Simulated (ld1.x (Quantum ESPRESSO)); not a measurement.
# antimony (Sb), RRKJ: configuration errors across variants

| Property | Result |
| --- | --- |
| Element | antimony |
| Generator | ld1.x (Quantum ESPRESSO) 7.5 |
| Type | norm-conserving RRKJ (Kleinman–Bylander form) |
| Functional | PW91 |
| Relativity | scalar-relativistic |
| Frozen core | [Kr] 4d10 |
| Valence charge | 5 |
| Reference configuration | 5s1 5p4 |
| Partial waves | 5s (bound): rc 2.05 bohr; 5d channel at 0.3 Ry: rc 2.00 bohr; 5p (bound): rc 2.05 bohr |
| Local potential | the p channel |
| Core correction | Bessel-smoothed model core, default radius (core density twice the valence density) |
| rho0 | 0.001 |

All-electron excitation energies from the reference (eV): (1) 5s2 5p3 -8.139; (2) 5s2 5p2 0.237; (3) 5s2 5p1 16.283; (4) 5s2 5p0 40.792; (5) 5s0 5p5 8.349; (6) 5s1 5p0 85.197; (7) 5s2 5p3.3 -9.311.

The default core radius of the base comes out at 1.64 bohr.

A true bound ghost makes a file unfit for plane-wave use even where its test errors are small: the radial tests pick states by their node count and pass the ghost by.

Errors AE − PS in meV (a dash: test not solved or not reliable):

```tsv
change	(1)	(2)	(3)	(4)	(5)	(6)	(7)	bound ghosts
base	-7.0	-5.4	-17	-82	-8.8	-337	-7.3	d
core correction Bessel-smoothed model core inside 1.06 bohr	-7.2	-5.5	-17	-82	-8.9	-339	-7.4	d
core correction Bessel-smoothed model core inside 1.30 bohr	-7.2	-5.5	-17	-82	-9.0	-339	-7.4	d
core correction Bessel-smoothed model core inside 2.08 bohr	-5.4	-3.6	-15	-77	-7.0	-313	-5.8	d
core correction Bessel-smoothed model core inside 2.38 bohr	-2.8	-1.2	-15	-80	-3.9	-299	-3.4	d
```

Problem. Give the same row for: core correction Bessel-smoothed model core inside 1.70 bohr.

Solution. -6.9, -5.3, -17, -81, -8.7, -336, -7.2; bound ghosts: d.
